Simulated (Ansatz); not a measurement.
Ideal-gas functions of CH4GeS (`[CH2]1[S][GeH2]1`) at 400 K and 1 bar, from an Ansatz frequency run at PBE0-D4/def2-TZVP.

Molar mass 120.72 g/mol, point group Cs (symmetry number 1), electronic degeneracy 1, moments of inertia 37.109, 120.554, 147.557 u Å². Harmonic wavenumbers (cm⁻¹, unscaled): 405, 483, 533, 537, 580, 752, 804, 855, 967, 1002, 1422, 2190, 2203, 3129, 3219.

Use S(trans) = R[1.5 ln M + 2.5 ln T − 1.1517]; rotational temperatures θ = 24.2544 K / I; S(rot) = R[ln(√π/σ · √(T³/θAθBθC)) + 1.5]; for each mode x = 1.438777 ν̃/T, S = R[x/(eˣ − 1) − ln(1 − e⁻ˣ)] and H = RT x/(eˣ − 1); 1 cm⁻¹ = 0.0119627 kJ/mol; R = 8.31446 J/(mol·K).

By hand: the entropy, in J/(mol·K).

Translation 174.7. Rotation: θ = 0.6536, 0.2012, 0.1644 K, giving 107.9. Vibration, mode by mode: 5.88, 4.69, 4.07, 4.02, 3.56, 2.19, 1.89, 1.63, 1.18, 1.07, 0.31, 0.03, 0.03, 0.00, 0.00, in all 30.6. Electronic 0.0. Sum 313.2 J/(mol·K).

By hand: H − E and G − E in kJ/mol, counted from the electronic energy.

Zero-point energy ½ × 19081 × 0.0119627 = 114.1; thermal vibration 8.4; translation, rotation and pV give 4 RT = 13.3. H − E = 135.8 kJ/mol, and G − E = 135.8 − 400 × 313.2/1000 = 10.5 kJ/mol.

Vibration gives 10 % of the entropy.
